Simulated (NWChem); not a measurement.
Species: CH$_{4}$MgOS; SMILES [Mg]([S]C)[OH]

```xyz
8

Mg     0.1522    -1.0377     0.0000
O     -0.2249    -2.7563     0.0000
H     -0.3429    -3.6998    -0.0007
S      0.6442     1.2126     0.0000
C     -0.9998     2.0229     0.0000
H     -1.5816     1.7860    -0.9021
H     -0.8206     3.1069     0.0107
H     -1.5907     1.7701     0.8918
```
Atoms are numbered in this order, from 1.

Program: NWChem. Structure relaxed at the PBE0/def2-SVP level. Vertical excitations in the gas phase; the lowest state need not have the same character in each row.

| level | lowest excitation, singlet (eV) | oscillator strength of that lowest state | lowest state with f > 0.02, singlet (eV) | orbital gap (eV) |
|---|---|---|---|---|
| PBE/def2-SVPD, TDA | ? | 0.020 | 4.73 | ? |
| B3LYP/def2-SVPD, TDA | 3.86 | 0.024 | 3.86 | 4.82 |
| LDA (Slater exchange, VWN5)/def2-SVPD, TDA | 3.49 | 0.020 | 4.71 | 3.40 |

Question: Some entries are withheld; supply them.

Answer: 
- PBE/def2-SVPD, TDA, lowest excitation, singlet (eV): 3.56
- PBE/def2-SVPD, TDA, orbital gap (eV): 3.48
